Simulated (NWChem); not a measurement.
CH4AlF2N; SMILES C[NH][Al]([F])[F]

```xyz
9

Al     0.0003    -0.5467     0.0000
F      0.9613    -1.9111     0.0000
F     -1.6605    -0.7212     0.0000
N      0.7183     1.0676     0.0000
C      0.0173     2.3432     0.0000
H      1.7366     1.1691     0.0000
H      0.2492     2.9616    -0.8974
H      0.2492     2.9616     0.8974
H     -1.0783     2.1731     0.0000
```
Atoms are numbered in this order, from 1.

Results from NWChem. Medium grid unless said otherwise, to which SCAN and Minnesota functionals are sensitive. Structure relaxed at the PBE-D3(BJ)/def2-SVP level.

Order these by “highest occupied level (eV)”, lowest first: OLYP/def2-SVP; BHandHLYP/def2-SVP; B3LYP/def2-SVP; HCTH/407/def2-SVP; M06/def2-SVP.

BHandHLYP/def2-SVP (-8.43), M06/def2-SVP (-7.23), B3LYP/def2-SVP (-6.83), HCTH/407/def2-SVP (-5.86), OLYP/def2-SVP (-5.56)
